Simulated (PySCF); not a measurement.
CH6ClGeN, SMILES [CH3][Ge@H]([NH2])[Cl].

Geometry optimised at PBE0-D3(BJ)/def2-SVP. The structure was generated by enumeration; whether it is a known compound was not checked. The values are those of a single conformer.

Method: PBE0-D3(BJ)/def2-SVP (PySCF).

Frequencies are harmonic and unscaled.

```tsv
mode	ν (cm⁻¹)	IR (km/mol)	Raman (Å⁴/amu)	depolarisation	moving atoms (share of kinetic energy)
1	108	0.1	0.0	–	H 98 %
2	159	6.4	2.8	0.75	C 33 %, H 25 %, Cl 24 %, Ge 13 %
3	183	3.2	2.5	0.73	H 41 %, N 30 %, C 14 %, Ge 9 %
4	199	7.3	2.3	0.65	Ge 27 %, N 26 %, H 24 %, Cl 15 %
5	255	35.1	1.0	0.69	H 79 %, N 14 %
6	399	56.4	6.9	0.20	Cl 68 %, Ge 30 %
7	561	211.2	3.2	0.09	H 67 %, N 32 %
8	624	19.7	15.0	0.15	C 62 %, H 20 %, Ge 15 %
9	628	40.4	6.8	0.71	H 95 %
10	715	40.3	9.2	0.34	H 50 %, N 36 %, Ge 13 %
11	743	18.3	9.6	0.71	H 67 %, N 24 %
12	819	84.5	3.7	0.61	H 80 %, C 16 %
13	845	52.0	5.4	0.75	H 82 %, C 16 %
14	913	37.3	3.5	0.73	H 85 %, N 12 %
15	1258	13.3	1.7	0.04	H 79 %, C 20 %
16	1426	5.4	10.1	0.75	H 96 %
17	1430	4.2	10.4	0.75	H 96 %
18	1555	27.0	5.1	0.73	H 91 %, N 9 %
19	2184	114.1	162.8	0.20	H 99 %
20	3072	1.2	129.1	0.00	H 97 %
21	3186	0.7	76.7	0.75	H 90 %, C 10 %
22	3193	0.5	76.0	0.75	H 90 %, C 10 %
23	3575	21.9	123.6	0.11	H 96 %
24	3674	26.6	73.5	0.74	H 91 %, N 9 %
```
